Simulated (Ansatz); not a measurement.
Calculated with Ansatz (gas phase, PBE0-D4/def2-TZVP geometries, no zero-point term in ΔE). CCSD(T)/CBS is the MP2 limit (def2-TZVPP, def2-QZVPP) plus CCSD(T) − MP2 in def2-TZVPP, frozen cores. This one scheme is used for every species. Functionals use def2-TZVPP. B3LYP here is the variant with VWN-RPA as its local correlation; programs differ in this. HSE06 is defined as in plane-wave codes. For V outer-core shells are correlated without core-valence functions, which leaves a few kJ/mol of doubt a bond. Scalar relativity is left out up to krypton. Each species was taken in one conformer, which may not be the lowest.

`[CH3][V]([CH3])(=[O])[OH]` + H₂O → `[CH3][V](=[O])([OH])[OH]` + CH₄  (formal hydrolysis of a V–C bond)

| level | ΔE (kcal/mol) | difference from CCSD(T)/CBS |
| --- | --- | --- |
| LDA (SPW92) | -34.9 | -2.9 |
| PBE-D4 | -34.4 | -2.4 |
| revPBE-D4 | -34.4 | -2.4 |
| BLYP-D4 | -36.0 | -4.0 |
| r2SCAN-D4 | -35.2 | -3.2 |
| B97M-V | -35.3 | -3.3 |
| PBE0-D4 | -32.6 | -0.6 |
| B3LYP-D4 | -34.4 | -2.4 |
| r2SCANh-D4 | -34.3 | -2.3 |
| r2SCAN0-D4 | -33.2 | -1.2 |
| HSE06-D4 | -32.5 | -0.5 |
| BHLYP-D4 | -33.1 | -1.1 |
| CAM-B3LYP-D4 | -34.8 | -2.8 |
| ωB97X-V | -33.8 | -1.8 |
| ωB97M-V | -32.6 | -0.6 |
| B2PLYP | -35.4 | -3.4 |
| PBE-QIDH | -33.0 | -1.0 |
| PBE | -34.8 | -2.8 |
| revPBE | -34.7 | -2.7 |
| BLYP | -36.6 | -4.6 |
| r2SCAN | -35.3 | -3.3 |
| PBE0 | -32.9 | -0.9 |
| r2SCANh | -34.5 | -2.5 |
| r2SCAN0 | -33.3 | -1.3 |
| BHLYP | -33.6 | -1.6 |
| CAM-B3LYP | -35.2 | -3.2 |
| LC-ωPBE | -33.8 | -1.8 |
| RPA@PBE/def2-TZVPP | -33.3 | -1.3 |
| HF/def2-SVP | -33.6 | -1.6 |
| CCSD/def2-SVP | -35.4 | -3.4 |
| CCSD(T)/def2-SVP | -36.9 | -4.9 |
| HF/def2-TZVPP | -33.0 | -1.0 |
| MP2/def2-TZVPP | -32.9 | -0.9 |
| CCSD(T)/def2-TZVPP | -32.9 | -0.9 |
| HF/def2-QZVPP | -32.8 | -0.8 |
| MP2/def2-QZVPP | -32.4 | -0.4 |
| SCS-MP2/def2-QZVPP | -32.5 | -0.5 |
| HF/CBS(def2) | -32.8 | -0.8 |
| MP2/CBS(def2) | -32.1 | -0.1 |
| CCSD/CBS(def2) | -30.9 | 1.1 |
| CCSD(T)/CBS | -32.0 | 0 |

Largest T1 diagnostic among the species: 0.031, so the coupled-cluster value is less sure than usual.

At CCSD(T), def2-SVP lies −4.9 kcal/mol from the extrapolated value and def2-TZVPP −0.9 kcal/mol. From PBE to PBE0 (25 % exact exchange), in def2-TZVPP and without D4, ΔE moves by +1.9 kcal/mol. Leaving LDA and LC-ωPBE aside and taking each functional with its dispersion term where it has one, the values spread over 3.5 kcal/mol, from BLYP-D4 to HSE06-D4.

CCSD(T)/CBS has its own doubt, a few kJ/mol and more with outer-core shells, so smaller differences from it don't rank the levels.
